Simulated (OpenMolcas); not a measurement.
A calculation on Cl+.

```
Program             : OpenMolcas
Method              : SS-CASPT2, IPEA 0.25 Eh, imaginary shift 0.1 Eh (closed shells correlated: 2s 2p)
Basis               : ANO-RCC-VTZP [5s4p2d1f]
Scalar Hamiltonian  : DKH2, point nucleus
Active space        : 6 electrons in 4 orbitals (3s 3p)
State averaging     : 2S+1 = 3 even, 3 roots; 2S+1 = 1 even, 6 roots kept (CI in the orbitals of an earlier block); 2S+1 = 3 odd, 3 roots; 2S+1 = 1 odd, 3 roots kept (CI in the orbitals of an earlier block)
Spin-orbit coupling : RASSI with atomic mean-field integrals over the reference wave functions, term energies averaged over their components
```

Task: Which level of the active space comes out lowest?

Result: 3s² 3p⁴ ³P₂, with 100 % of that term; it is also the measured ground level.

Task: How high does 3s 3p⁵ ³P°₁ lie?

Result: 104480 cm⁻¹ above the lowest level; measured 94000 cm⁻¹ above the ground level, so the calculation is off by +11 %.

Task: How high does 3s 3p⁵ ³P°₂ lie?

Result: 103850 cm⁻¹ above the lowest level; measured 93368 cm⁻¹ above the ground level, so the calculation is off by +11 %.

Task: How high does 3s² 3p⁴ ¹D₂ lie?

Result: 12120 cm⁻¹ above the lowest level; measured 11654 cm⁻¹ above the ground level, so the calculation is off by +4 %.

Measured values: NIST Handbook of Basic Atomic Spectroscopic Data.

Term energies are means over components that CASPT2 splits; among the terms shown or strongly mixed into the levels shown the widest spread is 140 cm-1 (3s² 3p⁴ ¹D). Over all roots computed the reference weight is 0.87 to 0.95; the roots of lowest weight are the least certain, and an intruder state may touch them. Terms from blocks run as CI alone lack orbitals of their own. Terms of s pⁿ other than that of highest spin mix with s² pⁿ⁻² d, which this space lacks; all of them can be thousands of cm-1 off, and some have no real level of that name. Computed and measured levels are paired by configuration, term and J; levels that our copy of the source lacks, or whose pairing is in doubt (as where it misses far off the trend of its configuration), stay unpaired and out of the deviations. Only configurations of the active space appear.

° marks odd parity.
